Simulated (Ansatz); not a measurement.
The first iterations of a band of F2H2Si + H2S (8 atoms, charge 0, multiplicity 1).

Computed with RHF/def2-SVP (Ansatz).

* movable images: 9
* climbing image: yes
* spring: 5.0 eV/Å²
* optimiser: quadratic models (default)
* start path: through a guess of the saddle point
* force threshold: 0.05 eV/Å
* iteration limit: 60
* end points: relaxed

Image 0:

```xyz
8
Properties=species:S:1:pos:R:3
Si 0.442 -0.054 -0.210
F 0.260 -1.028 1.046
H 1.876 0.141 -0.432
F -0.196 1.355 0.199
H -0.268 -0.601 -1.363
S -3.302 -0.399 0.850
H -2.566 -0.991 1.793
H -2.899 0.831 1.175
```

Image 10:

```xyz
8
Properties=species:S:1:pos:R:3
Si -0.377 0.475 -0.295
F -0.240 -2.012 1.898
H 0.831 0.705 0.500
F -0.496 1.641 -1.396
H -0.399 -0.799 -1.018
S -2.034 0.607 1.072
H -2.967 0.138 0.237
H -0.969 -1.501 2.060
```

| iteration | highest image above the first end (eV) | largest band force component (eV/Å) |
| --- | --- | --- |
| 1 | 33.274 | 163.279 |
| 2 | 21.480 | 100.891 |
| 3 | 10.513 | 50.905 |
| 4 | 4.022 | 21.931 |
| 5 | 2.923 | 10.131 |
| 6 | 2.867 | 6.812 |
| 7 | 2.852 | 2.669 |

Question: Does the band converge within its limit, and where does its top end?

Answer: It converged. It ended after 23 iterations with the highest image 2.849 eV above the first end. Neighbouring images differ by up to 2.0 eV, so the band resolves the path poorly. A vibrational analysis at the climbing image gives one clearly imaginary mode, 890i cm⁻¹: a first-order saddle point. The orbitals stay closed-shell, which can raise the energy where a bond breaks towards radicals; this wasn't checked here.

Run time: 2.6 min on 1 thread of Intel(R) Xeon(R) 6975P-C (Granite Rapids), with other jobs on the host, peak memory 0.17 GiB.
